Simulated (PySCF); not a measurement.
**First hyperpolarisability: SMILES N#Cc1cccnc1, C6H4N2**

Geometry:
| atom | x (Å) | y (Å) | z (Å) |
| --- | --- | --- | --- |
| N1 | 3.456 | 0.811 | -0.219 |
| C2 | 2.344 | 0.484 | -0.194 |
| C3 | 0.973 | 0.076 | -0.164 |
| C4 | -0.064 | 1.018 | -0.145 |
| C5 | -1.372 | 0.555 | -0.116 |
| C6 | -1.592 | -0.823 | -0.106 |
| N7 | -0.612 | -1.724 | -0.124 |
| C8 | 0.638 | -1.289 | -0.152 |
| H9 | 0.163 | 2.086 | -0.154 |
| H10 | -2.214 | 1.250 | -0.100 |
| H11 | -2.615 | -1.217 | -0.083 |
| H12 | 1.433 | -2.042 | -0.166 |

Computed, not measured: quadratic response CAM-B3LYP/aug-cc-pVDZ first hyperpolarisability, Taylor convention, gas phase in PySCF 2.14.0. Geometry: PBE0-D3(BJ)/def2-SVP.

**Question.** Give β for the processes computed.

**Answer.** In au, Taylor convention; the vector part is βᵢ = ⅓ Σⱼ (βᵢⱼⱼ + βⱼᵢⱼ + βⱼⱼᵢ); β∥ is 3/5 of the vector part along the dipole, the dipole points from − to +:
| process | λ (nm) | β vector norm | β∥ | β HRS | depolarisation ratio |
| --- | --- | --- | --- | --- | --- |
| static β(0;0,0) | ∞ | 48.2 | -26.9 | 35.5 | 2.07 |
| second harmonic β(−2ω;ω,ω) | 1907 | 52.5 | -29.6 | 37.4 | 2.11 |
| Pockels β(−ω;ω,0) | 1907 | 49.6 | -27.8 | – | – |
| second harmonic β(−2ω;ω,ω) | 1064 | 64.5 | -37.1 | 42.6 | 2.23 |
| Pockels β(−ω;ω,0) | 1064 | 52.8 | -29.8 | – | – |

**Question.** Which lowest excitations, dipole and polarisabilities go with it?

**Answer.** S1 4.82 eV (f = 0.001); S2 5.12 eV (f = 0.003); S3 5.36 eV (f = 0.077); dipole 4.06 D; isotropic α 80.7 au static, 81.0 au at 1907 nm, 81.7 au at 1064 nm, 82.0 au at 953.5 nm, 85.3 au at 532 nm.
